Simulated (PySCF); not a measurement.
# `CC1(C)OC=C[C@@H]1F`, C6H9FO

Geometry (Å), atoms numbered from 1 in this order:
```xyz
17

C    -1.0611    0.9959   -1.0808
C    -0.3653    0.1451   -0.0425
C    -1.3057   -0.8083    0.6748
O     0.1748    1.0342    0.9701
C     1.4280    0.6348    1.2223
C     1.8981   -0.3406    0.4320
C     0.8601   -0.6254   -0.5971
F     1.2454   -0.1604   -1.8470
H    -0.3464    1.6826   -1.5518
H    -1.5028    0.3662   -1.8659
H    -1.8614    1.5805   -0.6047
H    -1.7791   -1.4950   -0.0429
H    -0.7577   -1.4059    1.4190
H    -2.0931   -0.2434    1.1939
H     1.9200    1.1518    2.0490
H     2.8895   -0.7868    0.4716
H     0.6238   -1.6938   -0.7356
```

Method: TDDFT BHandHLYP/aug-cc-pVDZ excited states, vertical, gas phase in PySCF 2.14.0. Geometry: PBE0-D3(BJ)/def2-SVP.

Question: How strongly do the lowest singlets absorb one photon, and two photons of half the energy?

Answer: δ for parallel linear polarisation; σ at the peak of a Lorentzian of half width 0.1 eV, single beam; Ω is circular over linear.
| state | E (eV) | f | photon λ (nm) | δ (au) | σ (GM) | Ω | main |
| --- | --- | --- | --- | --- | --- | --- | --- |
| S1 | 6.11 | 0.019 | 406 | 68.7 | 0.94 | 1.50 | HOMO→LUMO 0.71, HOMO→LUMO+1 0.23 |
| S2 | 6.36 | 0.152 | 390 | 22.4 | 0.33 | 0.35 | HOMO→LUMO+4 0.37, HOMO→LUMO+5 0.28 |
| S3 | 6.64 | 0.010 | 373 | 39.9 | 0.65 | 1.34 | HOMO→LUMO+1 0.52, HOMO→LUMO 0.17 |
| S4 | 6.79 | 0.006 | 365 | 31 | 0.52 | 1.44 | HOMO→LUMO+2 0.66, HOMO→LUMO+3 0.10 |
| S5 | 7.04 | 0.005 | 352 | 170 | 3.08 | 0.28 | HOMO→LUMO+3 0.54, HOMO→LUMO+4 0.20 |

Among these, the strongest one-photon state is S2, the strongest two-photon state S5, with a dipole change of 3.5 D (relaxed, norm of the difference vector).
